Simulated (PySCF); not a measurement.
Start geometry of `C#[C][GeH2][CH2]F` from GFN2-xTB (Å):
```
atom  x, y, z in Å
C1     2.661   -0.189    0.517
C2     1.554   -0.230   -0.013
Ge3   -0.177   -0.322   -0.822
C4    -1.440    0.421    0.475
F5    -2.733    0.351   -0.096
H6     3.586   -0.106    0.964
H7    -0.144    0.482   -2.077
H8    -0.459   -1.744   -1.129
H9    -1.514   -0.149    1.428
H10   -1.284    1.465    0.731
```

Question: What comes out of this run: PBE0-D3(BJ)/def2-SVP geometry optimisation, gas phase in PySCF 2.14.0?

Answer: 
```
atom  x, y, z in Å
C1     2.6306   -0.0889    0.5085
C2     1.5491   -0.1957   -0.0378
Ge3   -0.1777   -0.3350   -0.8260
C4    -1.4655    0.3760    0.4844
F5    -2.7380    0.3053   -0.0307
H6     3.5881    0.0086    0.9900
H7    -0.2182    0.4965   -2.1166
H8    -0.4826   -1.8087   -1.1322
H9    -1.4127   -0.2047    1.4206
H10   -1.2206    1.4255    0.7203
```

The energy falls by 3.9 kcal/mol over 7 energy and gradient evaluations, the largest force component goes from 0.0580 to 4.0e-04 Eh/bohr, and the atoms move by 0.061 Å rms after alignment. The bond that changes most is Ge3–H8 (ends: germanium bonded to 2 C and 2 H; Ge–H hydrogen), which lengthens by 0.054 Å. Bonds longer at the end by more than 0.005 Å: 5 of 9; shorter: 4. Among the angles that change most is Ge3–C4–H10, from 115.4° to 109.9°. Rotational constants go from 8868, 1670, 1442 to 8555, 1688, 1448 MHz. The orientation of the end geometry is arbitrary; only internal coordinates are fixed.

The run used 113 basis functions and 48 SCF cycles in all. On one thread of an Arm Neoverse V1, shared host with 32 logical CPUs at a one-minute load of 14, this took 35 s of wall time and 0.45 GiB of memory at its peak.

PBE0-D3(BJ)/def2-SVP frequencies: not computed here. One conformer, not necessarily the lowest.
